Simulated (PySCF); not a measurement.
Magnetic shielding above rings: a mixed set.

Definitions: NICS(0) = −σiso at the ring centroid; NICS(1) = −σiso and NICS(1)zz = −σzz at ±1 Å along the ring normal z. Level: GIAO PBE0/pcSseg-1 (PySCF, non-relativistic, gas phase) on the PBE0-D3(BJ)/def2-SVP geometries, one conformer each. Atom numbers follow the mapped SMILES.

**Question.** Order these rings by mean NICS(1)zz, lowest (most negative) first (ppm).
A. ring C2–C3–C4 in `[O:1]=[C:2]1[CH2:3][CH2:4]1`
B. ring N2–C3–C4–C5–C8–C9 in `[BH3-:1][n+:2]1[cH:3][cH:4][c:5]([CH2:6][CH3:7])[cH:8][cH:9]1`
C. ring C3–C4–C5–C6 in `[OH:1][CH2:2][CH:3]1[CH2:4][CH2:5][CH2:6]1`
D. ring C2–C3–C4–C5–C9–C10 in `[NH2:1][c:2]1[cH:3][cH:4][c:5]([B:6]([OH:7])[OH:8])[cH:9][cH:10]1`

**Answer.** B (-25.7), D (-23.6), A (-12.2), C (3.1).

```json
{"SMILES": "[BH3-][n+]1ccc(CC)cc1", "ring": "6-membered ring with N; formal bonds all aromatic", "NICS(0)": "-7.8", "NICS(1)": "-10.6", "NICS(1)zz": "-25.7", "HOMA": "0.99", "rms pucker (Å)": "0.00", "ring atoms with four or more neighbours": "0"}
{"SMILES": "Nc1ccc(B(O)O)cc1", "ring": "6-membered carbocycle; formal bonds all aromatic", "NICS(0)": "-7.4", "NICS(1)": "-9.8", "NICS(1)zz": "-23.6", "HOMA": "0.94", "rms pucker (Å)": "0.00", "ring atoms with four or more neighbours": "0"}
{"SMILES": "O=C1CC1", "ring": "3-membered carbocycle; formal bonds all single", "NICS(0)": "-9.2", "NICS(1)": "-5.6", "NICS(1)zz": "-12.2", "HOMA": "–", "rms pucker (Å)": "0.00", "ring atoms with four or more neighbours": "2"}
{"SMILES": "OCC1CCC1", "ring": "4-membered carbocycle; formal bonds all single", "NICS(0)": "-1.9", "NICS(1)": "-1.6", "NICS(1)zz": "3.1", "HOMA": "–", "rms pucker (Å)": "0.13", "ring atoms with four or more neighbours": "4"}
```

NICS(0) gives another order. The isotropic NICS(1) gives the same order. HOMA uses Krygowski's 1993 parameters; it is left out where a ring has a four-coordinate atom, a triple bond, no multiple bond or a kind of bond without parameters. NICS(1) and NICS(1)zz are means over the two faces.
